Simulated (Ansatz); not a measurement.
`C[O][Sn][CH3]` and `C[O][Sn][S]C` differ in one atom or group.

Ansatz, PBE0-D4/def2-TZVP geometries, multiplicity 1. Each molecule was computed in one conformer, which needn't be the lowest.

Elements past krypton have def2 core potentials.

```json
{"property": "size of the dipole moment (ωB97M-V/def2-TZVPP) / D", "`C[O][Sn][CH3]`": "1.43"}
{"property": "HOMO–LUMO gap (B3LYP/def2-TZVPP) / eV", "`C[O][Sn][CH3]`": "3.91"}
{"property": "size of the dipole moment (PBE/def2-TZVPP) / D", "`C[O][Sn][CH3]`": "1.23"}
{"property": "HOMO energy (PBE0/def2-TZVPP) / eV", "`C[O][Sn][CH3]`": "-6.43"}
{"property": "HOMO–LUMO gap (PBE0/def2-TZVPP) / eV", "`C[O][Sn][CH3]`": "4.33"}
{"property": "HOMO–LUMO gap (PBE/def2-TZVPP) / eV", "`C[O][Sn][CH3]`": "2.62"}
```

Problem. What does the change do to each property? (Best estimate.)

Solution. The calculation gave: 
```csv
property,`C[O][Sn][S]C`,shift
size of the dipole moment (ωB97M-V/def2-TZVPP) / D,0.54,-0.89
HOMO–LUMO gap (B3LYP/def2-TZVPP) / eV,4.12,0.21
size of the dipole moment (PBE/def2-TZVPP) / D,0.72,-0.51
HOMO energy (PBE0/def2-TZVPP) / eV,-6.74,-0.31
HOMO–LUMO gap (PBE0/def2-TZVPP) / eV,4.53,0.20
HOMO–LUMO gap (PBE/def2-TZVPP) / eV,2.80,0.18
```

With PBE0 the HOMO falls by 0.31 eV and the LUMO falls by 0.11 eV, so the gap widens by about 0.20 eV. PBE moves the HOMO by -0.24 eV and ωB97M-V by -0.27 eV. Dipoles are sizes alone; their direction can turn.

B3LYP here is the variant with VWN-RPA as its local correlation; programs differ in this.
